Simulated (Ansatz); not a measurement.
Frontier orbitals of C$_{2}$H$_{5}$BCl$_{2}$O, SMILES `CCOB(Cl)Cl`.

Charge 0, multiplicity 1. All single points use the PBE0-D4/def2-TZVP geometry. It is one conformer, not always the lowest. Basis def2-TZVPP, the Gaussian-basis code of Ansatz.

Orbital energies of one run (eV). Highest occupied ones, from the top: -7.35, -7.59, -7.86, -8.02, -8.18, -9.14, -9.27, -9.80, -10.43, -11.15, -11.73, -12.25, -13.46, -16.13. Empty: -1.06, 0.31, 0.87, 1.34, 1.57, 1.64.

Which functional gave them?
A. HSE06 (plane-wave form)
B. B97M-V
C. LC-ωPBE
D. revPBE

D. HOMO energies: revPBE -7.35, HSE06 -8.45, LC-ωPBE -11.69, B97M-V -7.89 eV.

LC-ωPBE has ω = 0.4 bohr⁻¹.
